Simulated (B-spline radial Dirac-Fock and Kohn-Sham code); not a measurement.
## What relativity does to the binding energies of B

System: atomic boron, configuration [He] 2s2 2p1.

Both columns are ΔSCF binding energies of the configuration average from a B-spline atomic structure program: non-relativistic Hartree-Fock with a point nucleus, and Dirac-Fock with a finite nucleus and the Coulomb interaction alone, averaged over the two j levels with weights 2j+1.

| shell | Hartree-Fock (eV) | Dirac-Fock (eV) | shift (eV) | shift (%) |
| --- | --- | --- | --- | --- |
| 1s | 200.8 | 200.9 | +0.06 | +0.03 |
| 2s | 12.58 | 12.58 | +0.01 | +0.04 |
| 2p | 7.93 | 7.93 | 0.00 | -0.03 |

Relativity binds 1s, 2s more strongly, among those listed most of all 2s in relative terms.

Values without a named source are computed, but for edge energies of neutral atoms, which are taken from tables.
